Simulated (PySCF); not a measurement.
Computed shifts of a molecule H6O2Si2, PySCF with PBE/pcSseg-1, GIAO, gas phase, atoms alike by connectivity averaged where their shifts nearly agree, in ppm (number of nuclei): ²⁹Si: -25.9 (1), -34.7 (1). ¹H: 5.69 (3), 5.66 (1), 5.42 (1), 2.46 (1). References: ²⁹Si against TMS (σ = 335.4 ppm); ¹⁷O against H2O (σ = 334.3 ppm); ¹H against TMS (σ = 31.49 ppm), references at their B3LYP-D3(BJ)/def2-TZVP geometries, non-relativistic. Geometry optimised at PBE-D3(BJ)/def2-SVP. Other conformers were not sampled.

Task: Pick the molecule that these values belong to.
A) O[SiH2]O[SiH3]
B) O[SiH](O)[SiH3]
C) O[SiH2][SiH2]O

Result: A, O[SiH2]O[SiH3]
